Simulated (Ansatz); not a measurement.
This geometry of BClH4N2 (8 atoms, charge 0, multiplicity 1) is a first-order saddle point.

Theory: RKS B3LYP/def2-SVP in Ansatz 0.2.0.

```xyz
8
Properties=species:S:1:pos:R:3
N -0.117 1.149 -0.266
B -0.349 -0.231 -0.228
N 0.472 -1.196 0.491
Cl -1.787 -0.810 -1.155
H -0.708 1.795 -0.776
H 0.661 1.582 0.217
H 1.432 -1.272 0.161
H 0.488 -1.076 1.501
```

Task: Which two structures does it join? (They come from a converged band through this point; their orientation in space is the band's.)

Result: No bond is made or broken. The dihedral Cl4–B2–N3–H8 goes from 180 to 0°. The two ends are copies of one structure, up to a mirror image or an exchange of like atoms.

Image 0:

```xyz
8
Properties=species:S:1:pos:R:3
N -0.208 1.238 -0.185
B -0.248 -0.170 -0.247
N 0.585 -1.029 0.499
Cl -1.452 -0.927 -1.362
H -0.825 1.816 -0.739
H 0.428 1.756 0.407
H 0.522 -2.035 0.422
H 1.289 -0.705 1.149
```

Image 6:

```xyz
8
Properties=species:S:1:pos:R:3
N -0.207 1.238 -0.186
B -0.248 -0.170 -0.246
N 0.584 -1.030 0.499
Cl -1.454 -0.927 -1.360
H -0.824 1.816 -0.740
H 0.428 1.757 0.406
H 1.294 -0.706 1.145
H 0.518 -2.035 0.426
```

Task: How far does it lie above each of them?

Result: 14.2 kcal/mol above the first and 14.2 kcal/mol above the second. This is the barrier of this one path; another mechanism may lie lower.

Run time: 9.4 min on 1 CPU thread of a shared host.
